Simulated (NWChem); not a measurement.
System: C3H4N2, triplet; SMILES of the neutral closed-shell parent c1cn[nH]c1

Input file for NWChem:

```
start job
memory heap 200 mb stack 900 mb global 1100 mb
geometry units angstroms noautosym nocenter noautoz
  C     -0.600825     1.063718     0.087075
  C      0.739057     0.898319     0.003380
  N      1.099954    -0.434199    -0.123537
  N     -0.027116    -1.145912     0.194919
  C     -1.166874    -0.310419    -0.043137
  H     -1.167614     1.989278     0.166691
  H      1.527751     1.651484    -0.000518
  H     -0.024706    -2.078262    -0.206544
  H     -1.803512    -0.553479    -0.914432
end
basis spherical
  * library def2-svp
end
dft
  odft
  mult 3
  xc m06-2x
  iterations 150
end
cosmo
  dielec 25.0
end
task dft energy
```

Excerpt of the output:

```
             Northwest Computational Chemistry Package (NWChem) 7.3.0
             --------------------------------------------------------

                             Geometry "geometry" -> ""
                             -------------------------

 Output coordinates in angstroms (scale by  1.889725989 to convert to a.u.)

  No.       Tag          Charge          X              Y              Z
 ---- ---------------- ---------- -------------- -------------- --------------
    1 C                    6.0000    -0.60082500     1.06371800     0.08707500
    2 C                    6.0000     0.73905700     0.89831900     0.00338000
    3 N                    7.0000     1.09995400    -0.43419900    -0.12353700
    4 N                    7.0000    -0.02711600    -1.14591200     0.19491900
    5 C                    6.0000    -1.16687400    -0.31041900    -0.04313700
    6 H                    1.0000    -1.16761400     1.98927800     0.16669100
    7 H                    1.0000     1.52775100     1.65148400    -0.00051800
    8 H                    1.0000    -0.02470600    -2.07826200    -0.20654400
    9 H                    1.0000    -1.80351200    -0.55347900    -0.91443200

 Effective nuclear repulsion energy (a.u.)     159.5784871094

                                 NWChem DFT Module
                                 -----------------

 Summary of "ao basis" -> "ao basis" (spherical)
 ------------------------------------------------------------------------------
       Tag                 Description            Shells   Functions and Types
 ---------------- ------------------------------  ------  ---------------------
 C                          def2-svp                 6       14   3s2p1d
 N                          def2-svp                 6       14   3s2p1d
 H                          def2-svp                 3        5   2s1p

 in cosmo_initialize ...

 solvent parameters
 solvname_short: unkn
 solvname_long:  unknown
 dielec:       25.0000

          ---------------
          -cosmo- solvent
          ---------------
 Cosmo: York-Karplus, doi: 10.1021/jp992097l
 dielectric constant -eps-     =  25.00
 screen = (eps-1)/(eps    )    =   0.96000
 surface charge correction     = lagrangian

   van der Waals surface
 --------------------------

[...]

                                   COSMO solvation results
                                   -----------------------

                 gas phase energy =      -225.788346813746
                 sol phase energy =      -225.797597134404
 (electrostatic) solvation energy =         0.009250320658 (    5.80 kcal/mol)

                    DFT Final Alpha Molecular Orbital Analysis
                    ------------------------------------------

 Vector   17  Occ=1.000000D+00  E=-3.587147D-01
              MO Center=  4.0D-02,  1.2D-01,  1.5D-01, r^2= 2.3D+00
   Bfn.  Coefficient  Atom+Function         Bfn.  Coefficient  Atom+Function
  ----- ------------  ---------------      ----- ------------  ---------------
    48      0.391349  4 N  pz                 6      0.324579  1 C  pz
    20      0.324465  2 C  pz                51     -0.312369  4 N  pz
     9      0.219574  1 C  pz                23      0.209132  2 C  pz
    44     -0.118506  4 N  s                 45     -0.106206  4 N  s
    81      0.087608  8 H  s                 34     -0.069176  3 N  pz

 Vector   18  Occ=1.000000D+00  E=-3.378951D-01
              MO Center= -2.6D-01, -2.4D-01,  4.5D-02, r^2= 2.5D+00
   Bfn.  Coefficient  Atom+Function         Bfn.  Coefficient  Atom+Function
  ----- ------------  ---------------      ----- ------------  ---------------
    60      0.333719  5 C  px                62     -0.304062  5 C  pz
    34     -0.291495  3 N  pz                32     -0.286025  3 N  px
    37      0.229622  3 N  pz                65     -0.226327  5 C  pz
    63      0.213887  5 C  px                35      0.208493  3 N  px
     6     -0.182013  1 C  pz                 9     -0.132304  1 C  pz

 Vector   19  Occ=1.000000D+00  E=-2.014372D-01
              MO Center= -2.9D-01, -2.3D-01,  7.4D-02, r^2= 2.6D+00
   Bfn.  Coefficient  Atom+Function         Bfn.  Coefficient  Atom+Function
  ----- ------------  ---------------      ----- ------------  ---------------
    34      0.344308  3 N  pz                37     -0.331019  3 N  pz
    51      0.320528  4 N  pz                48     -0.316162  4 N  pz
    62     -0.314112  5 C  pz                 9      0.277000  1 C  pz
    65     -0.275834  5 C  pz                 6      0.265024  1 C  pz
    63      0.232600  5 C  px                86      0.167259  9 H  s

 Vector   20  Occ=0.000000D+00  E= 6.386835D-02
              MO Center=  2.0D-01,  7.4D-01,  8.5D-03, r^2= 2.5D+00
   Bfn.  Coefficient  Atom+Function         Bfn.  Coefficient  Atom+Function
  ----- ------------  ---------------      ----- ------------  ---------------
    23      0.718740  2 C  pz                 9     -0.601278  1 C  pz
    20      0.448026  2 C  pz                 6     -0.354578  1 C  pz
    37     -0.299781  3 N  pz                87     -0.239831  9 H  s
    34      0.234668  3 N  pz                31      0.195766  3 N  s
    59      0.166705  5 C  s                 63     -0.165947  5 C  px

 Vector   21  Occ=0.000000D+00  E= 1.162120D-01
              MO Center= -3.8D-01, -1.3D+00, -4.5D-01, r^2= 5.9D+00
   Bfn.  Coefficient  Atom+Function         Bfn.  Coefficient  Atom+Function
  ----- ------------  ---------------      ----- ------------  ---------------
    82      1.262306  8 H  s                 45     -1.018312  4 N  s
    87      0.863171  9 H  s                 77      0.576642  7 H  s
    59     -0.556074  5 C  s                 72      0.547300  6 H  s
     3     -0.391499  1 C  s                 65      0.392601  5 C  pz
    50      0.323741  4 N  py                63      0.259773  5 C  px

[...]
```

Level: M06-2X/def2-SVP, spin-unrestricted, COSMO on the gas-phase geometry. Geometry: optimised at PBE0/def2-SVP, spin-unrestricted. The spin multiplicity was typed, not searched, and may not be the lowest. No stability test was run on the SCF state. COSMO prints the solvation energy as gas minus solution, so a positive value is a stabilisation.
